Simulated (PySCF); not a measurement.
# Molecular orbitals of LaH

RHF at R = 2.040 Å; basis La x2c-SVPall, H x2c-SVPall; spin-free X2C with a Gaussian nucleus; PySCF 2.14. State: singlet, about 0.0 electrons in the 4f shell (Mulliken). Only the outer orbitals are listed, counted within each symmetry.

```json
{"orbital": "10σ", "occ.": "2", "ε (eV)": "-50.19", "on La (%)": "100", "main shells (%)": "100 La s"}
{"orbital": "11σ", "occ.": "2", "ε (eV)": "-29.43", "on La (%)": "98", "main shells (%)": "98 La p"}
{"orbital": "6π", "occ.": "2", "ε (eV)": "-29.23", "on La (%)": "100", "main shells (%)": "100 La p"}
{"orbital": "6π", "occ.": "2", "ε (eV)": "-29.23", "on La (%)": "100", "main shells (%)": "100 La p"}
{"orbital": "12σ", "occ.": "2", "ε (eV)": "-10.24", "on La (%)": "36", "main shells (%)": "63 H s, 24 La d"}
{"orbital": "13σ", "occ.": "2", "ε (eV)": "-5.16", "on La (%)": "100", "main shells (%)": "78 La s, 18 La d"}
{"orbital": "7π", "occ.": "0", "ε (eV)": "0.98", "on La (%)": "100", "main shells (%)": "53 La d, 47 La p"}
{"orbital": "7π", "occ.": "0", "ε (eV)": "0.98", "on La (%)": "100", "main shells (%)": "53 La d, 47 La p"}
{"orbital": "14σ", "occ.": "0", "ε (eV)": "1.01", "on La (%)": "98", "main shells (%)": "60 La p, 32 La d"}
```

Which are the highest filled and the lowest empty level, where do they sit, and how wide is the gap?

Highest filled 13σ at -5.16 eV (in %: 78 La s, 18 La d); lowest empty 7π at 0.98 eV (in %: 53 La d, 47 La p); the gap at RHF is 6.14 eV. An empty level above zero is unbound, and its energy depends on the basis.

| Property | Result |
| --- | --- |
| bond order (Mayer) | 0.90 |
| ⟨S²⟩ | 0.000 |
| charge on La (Mulliken, basis-dependent) | 0.31 |
| charge on La (Löwdin, basis-dependent) | 0.23 |
| dipole moment (positive dipole means La(−)H(+)) | -2.30 D |
| polarisability along the bond | 145.5 bohr³ |
| polarisability across the bond | 184.1 bohr³ |

Spin–orbit coupling is left out.
